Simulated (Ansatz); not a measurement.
Computed with frozen-core CCSD(T)/cc-pVTZ // PBE0-D3(BJ)/def2-TZVP run with Ansatz (a program for electronic structure).

Ansatz 0.2 input:
```yaml
crystal:
  periodic: [false, false, false]
  atoms:
    - { symbol: O, position_ang: [1.437376, -0.855887, 0.233831] }
    - { symbol: Al, position_ang: [0.000409, 0.000097, -0.000365] }
    - { symbol: O, position_ang: [-0.010615, 1.683936, 0.128047] }
    - { symbol: O, position_ang: [-1.426136, -0.828438, -0.361795] }
    - { symbol: H, position_ang: [1.483648, -1.808007, 0.170049] }
    - { symbol: H, position_ang: [0.774147, 2.189533, 0.331101] }
    - { symbol: H, position_ang: [-2.25883, -0.381234, -0.500871] }
basis:
  gaussian: { orbitals: cc-pVTZ }
correlation:
  method: ccsd_t
```

Output:

```
Functional definition: HF
1000 factors; integrals over basis functions are off by at most 8.7e-4 eV
mean field evaluation 1: about -12743.5046 eV, gradient 6.1e1 eV
mean field evaluation 2: about -12743.6073 eV, gradient 6.1e1 eV
mean field evaluation 4: about -12749.5929 eV, gradient 2.4e0 eV
mean field evaluation 8: about -12749.6350 eV, gradient 1.7e-1 eV
mean field evaluation 16: about -12747.0662 eV, gradient 4.0e1 eV
mean field -12749.63519495 eV, -468.5404514014 hartree, gradient 1.4e-6 eV, S^2 0.000000; 0 other end points of the search recorded, 0 dependent functions left out
8 core orbitals not correlated
reference -12749.63519495 eV, -468.5404514014 hartree; 12, 12 occupied and 146, 146 virtual orbitals, 1000 factors
second order -21.92023939 eV of doubles, -0.00000000 eV of singles
cycle   1  -21.55288295 eV  change    3.7e-1 eV  update   9.2e-2
cycle   2  -21.98524992 eV  change   -4.3e-1 eV  update   2.6e-2
cycle   3  -22.09648385 eV  change   -1.1e-1 eV  update   1.3e-2
cycle   4  -22.07967963 eV  change    1.7e-2 eV  update   2.9e-3
cycle   5  -22.07804748 eV  change    1.6e-3 eV  update   1.3e-3
cycle   6  -22.07877713 eV  change   -7.3e-4 eV  update   3.8e-4
cycle   7  -22.07853150 eV  change    2.5e-4 eV  update   1.4e-4
cycle   8  -22.07846636 eV  change    6.5e-5 eV  update   4.7e-5
cycle   9  -22.07848375 eV  change   -1.7e-5 eV  update   1.9e-5
perturbative correction -0.74926448 eV, -0.0275349618 hartree
Total energy: -12772.46294318 eV, -469.3793556757 hartree
```

Cost: roughly 50 core-seconds.
